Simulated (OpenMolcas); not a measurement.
# Ga2+: RASPT2 settings compared

| Property | Result |
| --- | --- |
| Program | OpenMolcas |
| Basis | ANO-RCC-VDZP [5s4p2d] |
| Scalar Hamiltonian | DKH3, point nucleus |
| Active space | 1 electron in 9 orbitals (RAS2 4s 4p; RAS3 4d, at most 1 electron) |
| State averaging | 2S+1 = 2 even, 1 root; 2S+1 = 2 odd, 3 roots |
| Spin-orbit coupling | RASSI with atomic mean-field integrals over the reference wave functions, term energies averaged over their components |

Methods on the same reference wave functions:
A. RASSCF
B. XMS-RASPT2, IPEA 0.35 Eh, no level shift (closed shells correlated: 3s 3p 3d)
C. XMS-RASPT2, IPEA 0 Eh, real shift 0.3 Eh (closed shells correlated: 3d)
D. XMS-RASPT2, IPEA 0.75 Eh, imaginary shift 0.5 Eh (closed shells correlated: 3s 3p 3d)

Energies in cm-1 above 4s 2S 1/2, the measured ground level; measured values from Shirai, Reader, Kramida and Sugar, J. Phys. Chem. Ref. Data 36, 509 (2007).

| Level | A | B | C | D | Measured |
| --- | --- | --- | --- | --- | --- |
| 4s 2S 1/2 | 0.0 | 0.0 | 0.0 | 0.0 | 0.0 |
| 4p 2P* 1/2 | 63788 | 64468 | 64290 | 64435 | 65169 |
| 4p 2P* 3/2 | 65475 | 66154 | 65977 | 66122 | 66888 |

Deviations, from unrounded energies. A percentage is the sum of absolute deviations over the sum of measured energies, with the sign that they share, or ± where signs differ.

```
           Against measurement  Levels     A     B     C     D
mean absolute deviation (cm-1)       2  1400   720   890   750
      other configurations (%)       2  -2.1  -1.1  -1.4  -1.1
```

B, D lie about equally close to measurement and A furthest from it. The largest miss of B in the table is 4p 2P* 3/2, by -730 cm-1. The ranking rests on the paired levels alone, and a cruder setting can come out closer through cancelling errors.

Among B to D the level of the table that moves most is 4p 2P* 1/2, by 180 cm-1 (lowest in C, highest in B).

The lowest spin-free term lies below A's lowest term by 0.257 hartree in B, 0.190 hartree in C, 0.256 hartree in D.

With one active electron outside closed inactive shells, the extra shells (4d) add no correlation to the reference. With one active electron the reference holds no correlation, so core polarisation is missing (holds for A). With one active electron, CASPT2 adds the correlation within the correlated inactive shells and between them and that electron, and leaves the splitting within a term as the reference gives it (holds for B; C; D). Measured partners are found by configuration, term and J. A level has none where our copy of the source lacks it or the pairing is in doubt (some pairs that miss far off the trend of their configuration count as doubtful), and it then counts in no deviation. Levels of configurations outside the active space are missing.

* marks odd parity.
